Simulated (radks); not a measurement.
C4+, configuration [He]. Method: scalar-relativistic Kohn-Sham, LB94 model potential, spin-unpolarised, spherical densities, finite nucleus; Fermi nuclear charge, rms radius 2.4702 fm; computed with a radial shooting solver on a logarithmic mesh with Libxc functionals.

Normalised radial functions P(r) = r R(r), r in bohr:

```
   r/bohr * 1s (the largest magnitude, 1.73, reaches the edge; | marks zero)
   0.0155 |           *
  0.01665 |            *
  0.01804 |             *
  0.01954 |              *
    0.021 |               *
  0.02275 |                *
  0.02445 |                  *
  0.02649 |                   *
  0.02869 |                    *
  0.03083 |                      *
   0.0334 |                       *
   0.0359 |                        *
  0.03889 |                          *
  0.04212 |                            *
  0.04527 |                             *
  0.04904 |                               *
   0.0527 |                                 *
  0.05709 |                                   *
  0.06185 |                                     *
  0.06646 |                                      *
    0.072 |                                        *
  0.07737 |                                          *
  0.08382 |                                            *
   0.0908 |                                              *
  0.09758 |                                               *
   0.1057 |                                                 *
   0.1145 |                                                  *
   0.1231 |                                                   *
   0.1333 |                                                    *
   0.1433 |                                                     *
   0.1552 |                                                      *
   0.1681 |                                                      *
   0.1807 |                                                      *
   0.1957 |                                                      *
   0.2103 |                                                     *
   0.2278 |                                                    *
   0.2468 |                                                   *
   0.2652 |                                                 *
   0.2873 |                                               *
   0.3088 |                                             *
   0.3345 |                                          *
   0.3624 |                                       *
   0.3894 |                                    *
   0.4218 |                                *
   0.4533 |                             *
   0.4911 |                         *
    0.532 |                      *
   0.5717 |                   *
   0.6193 |                *
   0.6656 |             *
    0.721 |          *
    0.781 |        *
   0.8394 |      *
   0.9093 |    *
   0.9771 |   *
    1.059 |  *
```

1s: eigenvalue -382.13 eV, 0 radial nodes, <r> = 0.268 bohr, 90 % of the charge inside 0.480 bohr.
